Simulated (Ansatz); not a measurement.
A geometry relaxed with Ansatz (an electronic-structure program) with B3LYP-D3(BJ)/def2-SVP, charge 0, multiplicity 1:

```xyz
16

C     -1.9483    -0.8221    -0.0964
H     -1.7045     2.1627    -0.4968
F     -2.7816     0.1987    -0.3347
H      2.4279     1.3931     1.3087
F     -2.3464    -1.4117     1.0448
C     -0.6016     2.1273    -0.3704
C     -0.4949    -0.4199     0.0055
C      1.7689    -1.1893     0.3643
H      2.6924     1.0496    -1.0953
O      0.0665     3.1412    -0.4420
F     -2.1124    -1.7182    -1.0855
H      0.0827    -2.5451     0.3729
H      2.5367    -1.9419     0.5562
C      0.4624    -1.5242     0.2686
Si     1.9141     0.6723     0.1141
C      0.0381     0.8274    -0.1141
```

Task: Write the SMILES of this molecule.

Result: `O=CC1=C(C(F)(F)F)C=C[SiH2]1`
